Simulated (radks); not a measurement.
Results of a calculation; reference values are marked as such.
Spin polarisation of the 2p2 shell in C. Start: [He] 2s2 2p(up 1, down 1); electrons of 2p are moved from spin down to spin up, other shells keep equal spins. Level of theory: scalar-relativistic Kohn-Sham, BLYP, spin-polarised, spherical densities, point nucleus (a radial shooting solver on a logarithmic mesh with Libxc functionals).

| moment (Bohr magnetons) | E - E(0) (eV) | e(2p up) (eV) | e(2p down) (eV) | 2s down minus up (eV) |
|---|---|---|---|---|
| 0 | 0.000 | -5.238 | -5.238 | 0.000 |
| 0.5 | -0.075 | -5.510 | -4.913 | 0.675 |
| 1 | -0.297 | -5.718 | -4.546 | 1.328 |
| 1.5 | -0.657 | -5.856 | -4.149 | 1.940 |
| 2 | -1.145 | -5.919 | -3.729 | 2.499 |

At moment 2 the spin-polarisation energy is -1.145 eV and the 2p exchange splitting 2.190 eV, that is 1.095 eV per Bohr magneton; E = -I m^2/4 would give I = 1.145 eV.
